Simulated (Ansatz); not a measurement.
Mulliken charges of CH3AlO2S, SMILES `O=[C](S)[AlH][OH]` from PBE/def2-TZVPP in Ansatz (PBE0-D4/def2-TZVP geometry).

| atom | x (Å) | y (Å) | z (Å) | charge (e) |
| --- | --- | --- | --- | --- |
| O1 | 1.301 | -1.341 | 1.496 | -0.210 |
| C2 | 0.829 | -0.423 | 0.878 | 0.040 |
| S3 | 1.070 | 1.264 | 1.489 | -0.102 |
| Al4 | -0.247 | -0.760 | -0.789 | 0.456 |
| O5 | -1.474 | 0.317 | -1.218 | -0.357 |
| H6 | 0.407 | 1.858 | 0.484 | 0.094 |
| H7 | 0.024 | -2.016 | -1.690 | -0.092 |
| H8 | -1.817 | 1.046 | -0.705 | 0.171 |

Question: By hand: the dipole of these point charges (1 e Å = 4.8032 D).

Answer: Σ q r = (-0.210, 0.215, -0.275) e Å, of length 0.407 e Å = 1.95 D.

Question: How does the dipole of the full density compare? (Best estimate.)

Answer: Computed: (-0.301, 0.368, -0.214) e Å, 2.50 D; the point charges give 0.78 times that, at 19° from its direction.

Point charges leave out the atoms' own dipoles, such as those of lone pairs, and Mulliken's split depends on the basis, so the two needn't agree.
